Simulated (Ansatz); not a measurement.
SiNH$_{4}$ClF$_{2}$, singlet: a trajectory.

Input (in.yaml):

```yaml
crystal:
  periodic: [false, false, false]
  atoms:
    - {symbol: Si, position_ang: [-0.742940, -0.761713, -0.420913]}
    - {symbol: N, position_ang: [0.781863, -0.023919, -0.177972]}
    - {symbol: F, position_ang: [-0.707203, -1.940439, -1.481183]}
    - {symbol: F, position_ang: [-1.148023, -1.411004, 0.961777]}
    - {symbol: H, position_ang: [-1.735203, 0.220859, -0.869425]}
    - {symbol: H, position_ang: [0.514807, 1.472797, 0.949888]}
    - {symbol: Cl, position_ang: [0.344833, 2.551305, 1.675773]}
    - {symbol: H, position_ang: [1.210092, 0.442402, -0.966656]}
    - {symbol: H, position_ang: [1.481977, -0.550288, 0.328710]}
basis:
  gaussian: {orbitals: def2-SVP}
hamiltonian: {xc: pbe0, dispersion: d4}
md: {n_steps: 30, timestep: 0.75, temperature: 700, ensemble: nve, seed: 472, dt: 10, initial_velocities: maxwell_boltzmann}
```

Command:

```bash
ansatz run in.yaml --threads 4 --pin off --events-out ev --progress --plain --max-ram 9574MiB
```

Output of Ansatz 0.2.0:

```
Error: YAML parse error: error: line 16 column 79: unknown field `dt`, expected one of timestep, n_steps, ensemble, temperature, temperature_schedule, friction, pressure, stress_2d, fix_cell, beads, quantum_up_to, nose_hoover, initial_velocities, initial_site_velocities, seed, constraints, density_extrapolation, masses
  --> <input>:16:66
   |
14 | …rbitals: def2-SVP}
15 | …xc: pbe0, dispersion: d4}
16 | …30, timestep: 0.75, temperature: 700, ensemble: nve, seed: 472, dt: 10, initial_velocities: maxwell_boltzmann}
   |                                                                  ^ unknown field `dt`, expected one of timestep, n_steps, ensemble, temperature, temperature_schedule, friction, pressure, stress_2d, fix_cell, beads, quantum_up_to, nose_hoover, initial_velocities, initial_site_velocities, seed, constraints, density_extrapolation, masses
```

Hardware: 4 CPU threads of an Arm Neoverse V2, shared host. Wall time about 0.05 s.


The program refused the input. The block holds a key that the program does not know.